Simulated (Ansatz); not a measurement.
## Telling isomers of CH4O2Se apart by their spectra

These gas-phase data were calculated for one isomer of CH4O2Se at B3LYP-D3(BJ)/def2-SVP (harmonic, unscaled wavenumbers; equilibrium rotational constants with average atomic masses):

- rotational constants: 9.106, 2.845, 2.296 GHz
- all wavenumbers above 1500 cm⁻¹: 3769, 3765, 3150, 2409

Candidates:

(1) `OCO[SeH]`, a singlet
(2) `OC[Se]O`, a singlet
(3) `OC(O)[SeH]`, a singlet

Problem. Assign the data to one candidate and say why.

Solution. Candidate (3). 2 modes lie between 3300 and 4000 cm⁻¹, one for each O–H bond, while (1) has 1. 1 mode lies between 2750 and 3290 cm⁻¹, one for each C–H bond, while (2) has 2.

The same quantities for all candidates:

```
     rotational constants (GHz)  wavenumbers above 1500 cm⁻¹  E above the lowest, B3LYP-D3(BJ)/def2-SVP (kcal/mol)
(1)            14, 2.388, 2.165       3792, 3074, 2994, 2361                                                  16.8
(2)         7.853, 3.653, 2.687       3782, 3692, 3106, 2998                                                  15.6
(3)         9.106, 2.845, 2.296       3769, 3765, 3150, 2409                                                   0.0
```

Harmonic stretches to hydrogen usually lie a few per cent above observed fundamentals. Each candidate is one conformer. Programs: Ansatz 0.2.0.
